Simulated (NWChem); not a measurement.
System: C$_{2}$H$_{3}$F$_{3}$Si; SMILES C=C[Si](F)(F)F

NWChem input:

```
start job
memory heap 200 mb stack 900 mb global 1100 mb
geometry units angstroms noautoz
  C     -0.094432     2.430647     0.000516
  C      0.714517     1.364130    -0.004997
  Si     0.041001    -0.336821    -0.000476
  F      0.471476    -1.176697    -1.296996
  F      0.530370    -1.191584     1.264990
  F     -1.562545    -0.295197     0.035138
  H     -1.184504     2.326603     0.008803
  H      0.297933     3.453163    -0.002538
  H      1.800733     1.514025    -0.012093
end
basis spherical
  * library def2-svp
end
dft
  xc b3lyp
  iterations 150
  mulliken
end
task dft energy
```

NWChem printed, in part:

```
             Northwest Computational Chemistry Package (NWChem) 7.3.0
             --------------------------------------------------------

 C1  symmetry detected

                             Geometry "geometry" -> ""
                             -------------------------

 Output coordinates in angstroms (scale by  1.889725989 to convert to a.u.)

  No.       Tag          Charge          X              Y              Z
 ---- ---------------- ---------- -------------- -------------- --------------
    1 C                    6.0000     0.00213967     2.40804835    -0.00129893
    2 C                    6.0000     0.76632652     1.30902088    -0.00796715
    3 Si                  14.0000     0.02314017    -0.36265185    -0.00003638
    4 F                    9.0000     0.41503859    -1.22067464    -1.29690840
    5 F                    9.0000     0.48021392    -1.23584439     1.26492384
    6 F                    9.0000    -1.57721546    -0.25479336     0.03982712
    7 H                    1.0000    -1.09127317     2.34912951     0.01000203
    8 H                    1.0000     0.43639638     3.41348060    -0.00636921
    9 H                    1.0000     1.85778383     1.41391185    -0.01811014

 Effective nuclear repulsion energy (a.u.)     315.8664202271

                                 NWChem DFT Module
                                 -----------------

 Summary of "ao basis" -> "ao basis" (spherical)
 ------------------------------------------------------------------------------
       Tag                 Description            Shells   Functions and Types
 ---------------- ------------------------------  ------  ---------------------
 C                          def2-svp                 6       14   3s2p1d
 Si                         def2-svp                 8       18   4s3p1d
 F                          def2-svp                 6       14   3s2p1d
 H                          def2-svp                 3        5   2s1p

            General Information
            -------------------
          SCF calculation type: DFT
          Wavefunction type:  closed shell.
          No. of atoms     :     9
          No. of electrons :    56
           Alpha electrons :    28
            Beta electrons :    28
          Charge           :     0
          Spin multiplicity:     1
          Use of symmetry is: off; symmetry adaption is: off
          Maximum number of iterations: 150
          AO basis - number of functions:   103
                     number of shells:    47
          Convergence on energy requested:  1.00D-06
          Convergence on density requested:  1.00D-05
          Convergence on gradient requested:  5.00D-04

              XC Information
              --------------
                         B3LYP Method XC Potential
                     Hartree-Fock (Exact) Exchange  0.200
                        Slater Exchange Functional  0.800 local
                    Becke 1988 Exchange Functional  0.720 non-local
              Lee-Yang-Parr Correlation Functional  0.810
                  VWN I RPA Correlation Functional  0.190 local

             Grid Information
             ----------------
          Grid used for XC integration:  medium
          Radial quadrature: Mura-Knowles
          Angular quadrature: Lebedev.
          Tag              B.-S. Rad. Rad. Pts. Rad. Cut. Ang. Pts.
          ---              ---------- --------- --------- ---------
          C                   0.70       49          10.0       434
          Si                  1.10       88          10.0       590
          F                   0.50       49          12.0       434
          H                   0.35       45          11.0       434
          Grid pruning is: on
          Number of quadrature shells:   468
          Spatial weights used:  Erf1

      Superposition of Atomic Density Guess
      -------------------------------------

 Sum of atomic energies:        -663.36353652

      Non-variational initial energy
      ------------------------------

 Total energy =    -665.268200
 1-e energy   =   -1548.608228
 2-e energy   =     567.473607
 HOMO         =      -0.358912
 LUMO         =      -0.026814

     ---------------------------------------------
      Total Density - Mulliken Population Analysis
     ---------------------------------------------

    Atom       Charge   Shell Charges
 -----------   ------   -------------------------------------------------------
    1 C    6     6.07   1.99  0.96  0.28  1.89  0.92  0.03
    2 C    6     6.42   1.99  0.98  0.32  1.99  1.12  0.02
    3 Si  14    12.17   2.00  1.99  0.74  0.06  5.93  0.76  0.33  0.36
    4 F    9     9.56   1.99  1.14  0.78  3.51  2.13  0.00
    5 F    9     9.56   1.99  1.14  0.78  3.51  2.13  0.00
    6 F    9     9.56   1.99  1.14  0.78  3.50  2.13  0.00
    7 H    1     0.90   0.67  0.20  0.02
    8 H    1     0.89   0.67  0.20  0.02
    9 H    1     0.88   0.66  0.19  0.02

   convergence    iter        energy       DeltaE   RMS-Dens  Diis-err
 ---------------- ----- ----------------- --------- --------- ---------
 d= 0,ls=0.0,diis     1   -666.7338961808 -9.83D+02  1.46D-02  1.01D+00
 d= 0,ls=0.0,diis     2   -666.6954484163  3.84D-02  7.12D-03  1.77D+00
 d= 0,ls=0.0,diis     3   -666.8417689523 -1.46D-01  1.13D-03  2.72D-02
 d= 0,ls=0.0,diis     4   -666.8433679065 -1.60D-03  5.89D-04  5.47D-03
 d= 0,ls=0.0,diis     5   -666.8438723436 -5.04D-04  2.40D-04  1.38D-03
  Resetting Diis
 d= 0,ls=0.0,diis     6   -666.8440566626 -1.84D-04  3.22D-05  1.11D-05
 d= 0,ls=0.0,diis     7   -666.8440581071 -1.44D-06  1.71D-05  1.75D-06
 d= 0,ls=0.0,diis     8   -666.8440579818  1.25D-07  9.58D-06  3.05D-06

         Total DFT energy =     -666.844057981813
      One electron energy =    -1551.804856057773
           Coulomb energy =      633.508182575014
    Exchange-Corr. energy =      -64.413804726173
 Nuclear repulsion energy =      315.866420227119

 Numeric. integr. density =       55.999993754266

                       DFT Final Molecular Orbital Analysis
                       ------------------------------------

 Vector   26  Occ=2.000000D+00  E=-4.153560D-01
              MO Center= -1.3D-01, -9.5D-01, -4.4D-03, r^2= 2.6D+00
   Bfn.  Coefficient  Atom+Function         Bfn.  Coefficient  Atom+Function
  ----- ------------  ---------------      ----- ------------  ---------------
    80      0.365296  6 F  pz                50     -0.308624  4 F  px
    64      0.294347  5 F  px                83     -0.257893  6 F  pz
    66     -0.234268  5 F  pz                52     -0.217312  4 F  pz
    53      0.216472  4 F  px                67     -0.206641  5 F  px
    69      0.163275  5 F  pz                51      0.160310  4 F  py

 Vector   27  Occ=2.000000D+00  E=-3.587805D-01
              MO Center=  3.9D-01,  1.3D+00, -5.3D-03, r^2= 3.2D+00
   Bfn.  Coefficient  Atom+Function         Bfn.  Coefficient  Atom+Function
  ----- ------------  ---------------      ----- ------------  ---------------
    19      0.283077  2 C  py                94     -0.236200  8 H  s
    99      0.229687  9 H  s                 18      0.224496  2 C  px
    31     -0.210864  3 Si s                 89      0.196739  7 H  s
    37     -0.193397  3 Si py                 5     -0.186698  1 C  py
    51     -0.157597  4 F  py                65     -0.157341  5 F  py

 Vector   28  Occ=2.000000D+00  E=-3.153494D-01
              MO Center=  3.9D-01,  1.7D+00, -4.9D-03, r^2= 1.7D+00
   Bfn.  Coefficient  Atom+Function         Bfn.  Coefficient  Atom+Function
  ----- ------------  ---------------      ----- ------------  ---------------
    20      0.412210  2 C  pz                 6      0.393340  1 C  pz
    23      0.272749  2 C  pz                 9      0.254590  1 C  pz
    51     -0.080452  4 F  py                65      0.079526  5 F  py
    54      0.058197  4 F  py                68     -0.057444  5 F  py
    80      0.052636  6 F  pz                43      0.048919  3 Si d -1

 Vector   29  Occ=0.000000D+00  E=-4.836791D-02
              MO Center=  2.9D-01,  1.7D+00, -2.8D-03, r^2= 2.5D+00
   Bfn.  Coefficient  Atom+Function         Bfn.  Coefficient  Atom+Function
  ----- ------------  ---------------      ----- ------------  ---------------
     9      0.589866  1 C  pz                23     -0.508604  2 C  pz
     6      0.445586  1 C  pz                20     -0.352379  2 C  pz
    41     -0.188464  3 Si pz                38     -0.127570  3 Si pz
    43     -0.099152  3 Si d -1              51      0.087344  4 F  py
    65     -0.086943  5 F  py                49     -0.070131  4 F  s

 Vector   30  Occ=0.000000D+00  E= 4.344601D-02
              MO Center=  1.6D-01,  9.1D-01, -4.6D-03, r^2= 5.9D+00
   Bfn.  Coefficient  Atom+Function         Bfn.  Coefficient  Atom+Function
  ----- ------------  ---------------      ----- ------------  ---------------
    32      1.160429  3 Si s                 17     -0.945496  2 C  s
     3     -0.938648  1 C  s                100      0.885742  9 H  s
    95      0.684165  8 H  s                 90      0.513503  7 H  s
    77     -0.370002  6 F  s                 21     -0.326351  2 C  px
    22      0.309701  2 C  py                 8     -0.233704  1 C  py

 Vector   31  Occ=0.000000D+00  E= 5.803160D-02
              MO Center=  6.7D-01,  4.1D-01, -8.3D-03, r^2= 6.1D+00
   Bfn.  Coefficient  Atom+Function         Bfn.  Coefficient  Atom+Function
  ----- ------------  ---------------      ----- ------------  ---------------
    32      1.185818  3 Si s                  3      1.141747  1 C  s
    95     -0.992756  8 H  s                 17     -0.682329  2 C  s
    39      0.405968  3 Si px                63     -0.361462  5 F  s
    49     -0.355629  4 F  s                 21      0.327739  2 C  px
     7      0.321905  1 C  px               100     -0.272224  9 H  s

     ---------------------------------------------
      Total Density - Mulliken Population Analysis
     ---------------------------------------------

    Atom       Charge   Shell Charges
 -----------   ------   -------------------------------------------------------
    1 C    6     6.00   1.99  0.92  0.23  2.04  0.80  0.03
    2 C    6     6.26   1.99  0.92  0.29  2.09  0.96  0.02
    3 Si  14    12.92   2.00  1.98  0.90 -0.05  5.93  1.12  0.46  0.58
    4 F    9     9.32   1.99  1.13  0.79  3.36  2.05  0.01
    5 F    9     9.32   1.99  1.13  0.79  3.36  2.05  0.01
    6 F    9     9.32   1.99  1.13  0.79  3.36  2.05  0.01
    7 H    1     0.95   0.74  0.18  0.02
    8 H    1     0.95   0.74  0.19  0.02
    9 H    1     0.95   0.74  0.19  0.02

     -------------------------------------------
      Total Density - Lowdin Population Analysis
     -------------------------------------------

    Atom       Charge   Shell Charges
 -----------   ------   -------------------------------------------------------
    1 C    6     5.99   1.97  0.61  0.32  1.83  1.20  0.07
    2 C    6     6.22   1.97  0.63  0.34  1.90  1.32  0.06
    3 Si  14    13.36   2.00  1.92  0.57  0.23  5.81  1.16  0.75  0.92
    4 F    9     9.18   1.98  1.02  0.76  3.22  2.20  0.01
    5 F    9     9.18   1.98  1.02  0.76  3.22  2.20  0.01
    6 F    9     9.18   1.98  1.01  0.76  3.23  2.20  0.01
    7 H    1     0.97   0.63  0.27  0.07
    8 H    1     0.97   0.64  0.27  0.07
    9 H    1     0.96   0.63  0.26  0.07

     Multipole analysis of the density
     ---------------------------------

     L   x y z        total         alpha         beta         nuclear
     -   - - -        -----         -----         ----         -------
     0   0 0 0     -0.000000    -28.000000    -28.000000     56.000000

     1   1 0 0      0.301023      0.150511      0.150511     -0.000000
     1   0 1 0      1.025776      0.512888      0.512888      0.000000
     1   0 0 1     -0.003050     -0.001525     -0.001525     -0.000000

     2   2 0 0    -28.951343    -75.858662    -75.858662    122.765982
     2   1 1 0      0.626230     -1.831291     -1.831291      4.288813
     2   1 0 1     -0.028018      0.033916      0.033916     -0.095850
     2   0 2 0    -27.041334   -181.047380   -181.047380    335.053426
     2   0 1 1     -0.011463      0.025784      0.025784     -0.063031
     2   0 0 2    -31.517545    -68.526906    -68.526906    105.536267
```

Level: B3LYP/def2-SVP. The geometry was optimised at PBE0/def2-SVP.
